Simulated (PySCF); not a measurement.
Cl2H6Si3. Atoms are numbered in the order given.

```xyz
11

Si    -2.5102    -0.3825     0.2441
Si    -0.8837    -0.4049    -1.4537
Si     1.1394     0.1198    -0.4060
Cl     0.8921     1.9830     0.4896
Cl     1.4419    -1.3108     1.0763
H     -2.1441    -1.3953     1.2737
H     -3.8557    -0.7037    -0.3145
H     -2.5391     0.9721     0.8640
H     -1.1736     0.6158    -2.5041
H     -0.7746    -1.7512    -2.0900
H      2.3721     0.1784    -1.2317
```
Charge 0, spin multiplicity 1.

Geometry: B3LYP-D3(BJ)/def2-SVP. Other conformers were not sampled.

Computed with PBE0/pcSseg-1 in PySCF.

GIAO shieldings, no solvent; atoms alike by connectivity are averaged. δ = σ(ref) − σ: ²⁹Si against TMS (σ = 352.7 ppm); ³⁵Cl against HCl (σ = 945.9 ppm); ¹H against TMS (σ = 31.56 ppm), references at their B3LYP-D3(BJ)/def2-TZVP geometries, non-relativistic (without spin–orbit terms, shifts of atoms bonded to Cl or Br come out too high).

```tsv
atoms	nucleus	count	δ (ppm)
Si3	²⁹Si	1	?
Si2	²⁹Si	1	-101.5
Si1	²⁹Si	1	?
Cl4, Cl5	³⁵Cl	2	66.9
H11	¹H	1	6.64
H6, H7, H8	¹H	3	?
H9, H10	¹H	2	3.77
```

Question: Some entries are withheld; supply them. (Estimate from the structure and the level; the computed values follow.)

Answer: 
- H6, H7, H8, δ (ppm): 4.03
- Si3, δ (ppm): 37.4
- Si1, δ (ppm): -109.1
